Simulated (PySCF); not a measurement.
# IrH3: from structure and modes to constants

Computed with PBE0/[Ir def2-TZVP with ECP60, H def2-TZVP], scalar-relativistic core potentials, density fitting, no spin–orbit coupling, PySCF.

The singlet minimum has C3v symmetry. Masses (u): Ir 192.96292, H 1.00782.

```xyz
4
charge 0 multiplicity 1, angstrom
Ir    0.0000    0.0000   -0.0138
H     1.2454    0.0000    0.8784
H    -0.6227    1.0785    0.8784
H    -0.6227   -1.0785    0.8784
```

Harmonic wavenumbers (cm⁻¹): 749.5 (e, ×2), 753.9 (a1, ×1), 2429.9 (e, ×2), 2475.4 (a1, ×1).

What is the harmonic zero-point energy?

Half the sum of all 6 wavenumbers, 9588/2 = 4794 cm⁻¹, which is 57.4 kJ/mol (1 cm⁻¹ = 0.0119627 kJ/mol).

Find the vibrational entropy and heat capacity at 298.15 K.

With u = 1.43878 ω/T, each mode gives S = R[u/(eᵘ−1) − ln(1−e⁻ᵘ)] and C = R u² eᵘ/(eᵘ−1)².
```json
{"ω (cm⁻¹)": "749.5 (×2)", "u": "3.617", "S (J/(mol K))": "1.06", "C (J/(mol K))": "3.09"}
{"ω (cm⁻¹)": "753.9", "u": "3.638", "S (J/(mol K))": "1.04", "C (J/(mol K))": "3.05"}
{"ω (cm⁻¹)": "2429.9 (×2)", "u": "11.726", "S (J/(mol K))": "0.00", "C (J/(mol K))": "0.01"}
{"ω (cm⁻¹)": "2475.4", "u": "11.946", "S (J/(mol K))": "0.00", "C (J/(mol K))": "0.01"}
```
The sums over all modes are S = 3.2 and C = 9.2 J/(mol K); the softest mode gives 33 % of the entropy (each member, where degenerate).

Stability towards spin polarisation was not tested. Only a few start shapes were tried, so a lower isomer may exist. No spin–orbit coupling is included, which matters more the heavier the element.
